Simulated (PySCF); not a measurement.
**Correlation energy of Fe²⁺ (iron, charge +2)**

[Ar] 3d5 4s1, high-spin 7S determinant (an excited configuration). Calculation: PySCF 2.14, in aug-cc-pVTZ-DK; scalar relativity by spin-free X2C-1e. Frozen: [Ar]; 6 electrons correlated.

| level | correlation energy (mhartree) |
| --- | --- |
| CCSD | -88.01 |
| (T) | -0.88 |
| CCSD(T) | -88.89 |

Diagnostics: T1 = 0.0051, D1 = 0.0126, largest double amplitude 0.012.

Task: Is a single reference adequate?

Result: Yes: T1 lies below 0.03 and no double amplitude reaches 0.07.
